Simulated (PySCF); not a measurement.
Interval between two levels of Ge by level of theory

Ge [Ar] 3d10 4s2 4p2 [3P2, M_J = 2] → Ge [Ar] 3d10 4s1 4p3 [5S2, M_J = 2], as a difference of total energies. Calculation: PySCF 2.14, in x2c-TZVPall-2c with one added diffuse shell each of s, p, d type (7s8p5d1f, 63 functions); the two-component X2C-1e Hamiltonian. Correlated levels: [Ne] frozen. "Screened" scales the spin-orbit matrix elements by Boettger's factors to mimic the two-electron term; Breit and QED terms are absent.

```tsv
method	interval between two levels (cm⁻¹)	error (cm⁻¹)
GHF (spin-free)	28012	-12505
GMP2 (spin-free)	37097	-3419
GHF (screened spin-orbit)	27573	-12944
GMP2 (screened spin-orbit)	36631	-3885
```

Reference: 40517 cm⁻¹ (measured; NIST Handbook of Basic Atomic Spectroscopic Data (Sansonetti and Martin, J. Phys. Chem. Ref. Data 34, 1559 (2005))).

The spin-free rows relax to the high-spin LS determinant and lack the spin-orbit shift.

Errors of the correlated levels include the incompleteness of this basis and the frozen core.

The labels give the starting determinants; with spin-orbit coupling the two ends relaxed to ⟨J²⟩ = 6.01, ⟨L²⟩ = 2.06, ⟨S²⟩ = 1.98 and ⟨J²⟩ = 6.00, ⟨L²⟩ = 0.00, ⟨S²⟩ = 6.00.
